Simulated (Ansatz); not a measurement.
**A geometry optimisation of CH5AlGeO with PBE-D3(BJ)/def2-SVP**

The starting geometry of this gas-phase triplet was optimised with GFN2-xTB as a singlet.

```xyz
9

C     0.0228   -2.5972   -3.4263
Al   -1.3737    0.8328   -1.4397
Ge   -0.7600   -0.9540   -4.3484
O    -1.0899   -0.0018   -2.8478
H     0.9633   -2.3320   -2.9406
H     0.2173   -3.4130   -4.1233
H    -0.6593   -2.9549   -2.6551
H    -1.3925    0.0882   -0.0961
H    -1.6125    2.3471   -1.5022
```

Task: Predict what becomes of its bonds when it is optimised with PBE-D3(BJ)/def2-SVP.

Result: It keeps its bonds.

The energy falls by 0.27 eV over 15 steps:

```
step  E − E(last) (eV)
   1             0.274
   3             0.045
   4             0.030
   6             0.009
   7             0.008
   9             0.001
  10             0.000
  12             0.000
  13             0.000
  15             0.000
```

Final geometry (Å):

```json
{"atom": "C", "x (Å)": "0.0866", "y (Å)": "-2.8302", "z (Å)": "-3.6142"}
{"atom": "Al", "x (Å)": "-1.4603", "y (Å)": "1.1077", "z (Å)": "-1.2635"}
{"atom": "Ge", "x (Å)": "-0.6230", "y (Å)": "-0.9498", "z (Å)": "-3.8887"}
{"atom": "O", "x (Å)": "-0.9497", "y (Å)": "-0.1780", "z (Å)": "-2.2940"}
{"atom": "H", "x (Å)": "1.0281", "y (Å)": "-2.7520", "z (Å)": "-3.0386"}
{"atom": "H", "x (Å)": "0.2653", "y (Å)": "-3.2655", "z (Å)": "-4.6140"}
{"atom": "H", "x (Å)": "-0.6847", "y (Å)": "-3.4002", "z (Å)": "-3.0628"}
{"atom": "H", "x (Å)": "-1.3764", "y (Å)": "0.8053", "z (Å)": "0.2998"}
{"atom": "H", "x (Å)": "-1.9702", "y (Å)": "2.4779", "z (Å)": "-1.9035"}
```

Frequencies at the end are all real (lowest 65 cm⁻¹). Open shells are spin-unrestricted. The triplet needn't be the ground state. Run with Ansatz 0.2.0, 62 s on 2 threads of Arm Neoverse V1, on a shared host.
